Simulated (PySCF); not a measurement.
# Mayer bond orders and bond lengths

Species: C7H15N.
Numbering: `[CH3:1][NH:2][CH:3]1[CH2:4][CH2:5][CH2:6][CH2:7][CH2:8]1` (hydrogens: H9, H10, H11 on C1; H12 on N2; H13 on C3; H14, H15 on C4; H16, H17 on C5; H18, H19 on C6; H20, H21 on C7; H22, H23 on C8)

Geometry (PBE0-D3(BJ)/def2-SVP, Å), atoms numbered from 1 in this order:
```
atom  x, y, z in Å
C1     2.944   -0.405    0.219
N2     1.864    0.352    0.802
C3     0.614    0.325    0.071
C4    -0.314    1.409    0.609
C5    -1.673    1.403   -0.079
C6    -2.338    0.034    0.017
C7    -1.421   -1.057   -0.523
C8    -0.064   -1.042    0.172
H9     3.870   -0.230    0.786
H10    2.738   -1.485    0.275
H11    3.147   -0.166   -0.849
H12    2.153    1.320    0.923
H13    0.776    0.531   -1.016
H14    0.168    2.396    0.497
H15   -0.437    1.240    1.694
H16   -2.322    2.181    0.356
H17   -1.544    1.669   -1.144
H18   -2.572   -0.181    1.075
H19   -3.300    0.034   -0.521
H20   -1.277   -0.905   -1.608
H21   -1.891   -2.047   -0.411
H22    0.585   -1.823   -0.254
H23   -0.179   -1.279    1.244
```

Bond orders from the PBE0/pcSseg-1 density (PySCF). Geometry: PBE0-D3(BJ)/def2-SVP, one conformer, isolated molecule.

Problem. How far do the computed orders between heavy atoms stray from the drawn ones?

Solution. The largest departure is 0.044, at C4–C5 (drawn single, 1.044) and C7–C8 (drawn single, 1.041).

Problem. Set the Mayer orders of the bonds between heavy atoms beside their lengths.

Solution. 
| bond | drawn as | length (Å) | Mayer order |
| --- | --- | --- | --- |
| C1–N2 | single | 1.442 | 1.005 |
| N2–C3 | single | 1.449 | 0.986 |
| C3–C4 | single | 1.526 | 1.006 |
| C4–C5 | single | 1.524 | 1.044 |
| C5–C6 | single | 1.525 | 1.036 |
| C6–C7 | single | 1.524 | 1.037 |
| C7–C8 | single | 1.525 | 1.041 |
| C8–C3 | single | 1.529 | 0.988 |

Bonds between the same two heavy elements. C–N: all 2 within 0.02 of one another (0.986 to 1.005). C–C: lowest C8–C3 (0.988, 1.529 Å), highest C4–C5 and C7–C8 (1.044, 1.524 Å). Bonds named together lie within 0.004.

Problem. And the bonds to hydrogen?

Solution. C–H: 0.93 to 0.97 (14 bonds); H–N: 0.93 (1 bond).

Problem. Sum the orders of all bonds at each heavy atom with more than one neighbour and set the sums beside the valence in the SMILES.

Solution. C1 3.890 (drawn 4), N2 2.924 (drawn 3), C3 3.908 (drawn 4), C4 3.939 (drawn 4), C5 3.977 (drawn 4), C6 3.974 (drawn 4), C7 3.975 (drawn 4), C8 3.914 (drawn 4). Orders between atoms that aren't bonded are not in these sums.

The Mayer order sums products of elements of PS (density times overlap matrix) between the two atoms' basis functions, so it depends on the basis set.

These values come from a run that also computed NMR shieldings. On an Arm Neoverse V1 with one thread, on a shared host, this took 36 s of wall time.
